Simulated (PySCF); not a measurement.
**Al²⁺: excitation energy**

Al²⁺ [Ne] 3s1 (2S) → Al²⁺ [Ne] 3p1 (2P), as a difference of total energies. All numbers are calculated (PySCF 2.14, scalar relativity by spin-free X2C-1e, in dyall-acv3z). Correlated levels: valence and next inner shell: 1s2 frozen; virtual orbitals above 40 to 60 times the deepest correlated orbital energy dropped. The calculations carry no spin-orbit coupling.

```json
{"method": "UHF", "excitation energy (eV)": "6.566"}
{"method": "LDA", "excitation energy (eV)": "6.344"}
{"method": "PBE", "excitation energy (eV)": "6.195"}
{"method": "PBE0", "excitation energy (eV)": "6.291"}
{"method": "r2SCAN", "excitation energy (eV)": "6.163"}
{"method": "PW91", "excitation energy (eV)": "6.201"}
{"method": "wB97X-V", "excitation energy (eV)": "6.365"}
{"method": "B3LYP", "excitation energy (eV)": "6.363"}
{"method": "MP2 (valence and next inner shell)", "excitation energy (eV)": "6.688"}
{"method": "SCS-MP2 (valence and next inner shell)", "excitation energy (eV)": "6.659"}
```

Task: How much does correlation contribute at MP2 (valence and next inner shell)?

Result: 6.688 − (6.566) = 0.122 eV, measured against UHF.

A first-order spin-orbit estimate (lowest level to lowest level, LS coupling) adds -0.015 eV.
